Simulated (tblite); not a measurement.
Species: Ge3H10NP.
Atom-mapped SMILES: `[NH2:1][Ge:2]([PH2:3])([GeH3:4])[GeH3:5]` (hydrogens: H6, H7 on N1; H8, H9 on P3; H10, H11, H12 on Ge4; H13, H14, H15 on Ge5)

Computed with GFN2-xTB (tblite), gas phase: L-BFGS steps from a force-field or distance-geometry start until the largest atomic force falls under 0.01 eV/Å.

At the end of the run (lengths in Å): Ge2–P3 2.326, Ge5–H15 1.504, Ge2–Ge5 2.459, P3–H8 1.387, Ge4–H11 1.502, Ge5–H14 1.509, Ge4–H12 1.506, P3–Ge2–Ge4 117.4°, N1–Ge2–P3 101.9°, P3–Ge2–Ge5 112.4°, N1–Ge2–Ge4 102.0°, H8–P3–Ge2–N1 84°, H13–Ge5–Ge2–N1 42°.

**Question.** These geometries were met on the way; a selection of coordinates is given. Order them by energy above the end point, lowest first.
A. Ge2–P3 2.432, Ge5–H15 1.479, Ge2–Ge5 2.415, P3–H8 1.412, Ge4–H11 1.486, Ge5–H14 1.482, Ge4–H12 1.498, P3–Ge2–Ge4 99.5°, N1–Ge2–P3 108.6°, P3–Ge2–Ge5 119.9°, N1–Ge2–Ge4 105.3°, H8–P3–Ge2–N1 -133°, H13–Ge5–Ge2–N1 1°
B. Ge2–P3 2.424, Ge5–H15 1.491, Ge2–Ge5 2.420, P3–H8 1.378, Ge4–H11 1.481, Ge5–H14 1.489, Ge4–H12 1.523, P3–Ge2–Ge4 100.9°, N1–Ge2–P3 108.7°, P3–Ge2–Ge5 116.0°, N1–Ge2–Ge4 106.8°, H8–P3–Ge2–N1 -139°, H13–Ge5–Ge2–N1 -1°
C. Ge2–P3 2.338, Ge5–H15 1.507, Ge2–Ge5 2.447, P3–H8 1.382, Ge4–H11 1.496, Ge5–H14 1.510, Ge4–H12 1.507, P3–Ge2–Ge4 101.8°, N1–Ge2–P3 111.2°, P3–Ge2–Ge5 121.3°, N1–Ge2–Ge4 104.5°, H8–P3–Ge2–N1 -131°, H13–Ge5–Ge2–N1 3°
D. Ge2–P3 2.260, Ge5–H15 1.567, Ge2–Ge5 2.398, P3–H8 1.445, Ge4–H11 1.559, Ge5–H14 1.558, Ge4–H12 1.555, P3–Ge2–Ge4 107.1°, N1–Ge2–P3 107.7°, P3–Ge2–Ge5 113.6°, N1–Ge2–Ge4 106.9°, H8–P3–Ge2–N1 -150°, H13–Ge5–Ge2–N1 -1°
E. Ge2–P3 2.331, Ge5–H15 1.503, Ge2–Ge5 2.478, P3–H8 1.383, Ge4–H11 1.497, Ge5–H14 1.503, Ge4–H12 1.505, P3–Ge2–Ge4 104.8°, N1–Ge2–P3 108.0°, P3–Ge2–Ge5 120.0°, N1–Ge2–Ge4 104.9°, H8–P3–Ge2–N1 -132°, H13–Ge5–Ge2–N1 0°

**Answer.** E (0.103 eV), C (0.168 eV), A (0.271 eV), B (0.560 eV), D (1.331 eV).

```csv
step,E above end (eV),"rms distance from the end, all atoms (Å)",largest force (eV/Å),rms shift of all bonds from the end (Å)
17,0.103,0.900,0.182,0.010
8,0.168,0.892,0.272,0.015
4,0.271,0.904,1.007,0.036
2,0.560,0.914,1.579,0.034
0,1.331,0.941,2.281,0.049
```

Rows stand in the order of the answer.
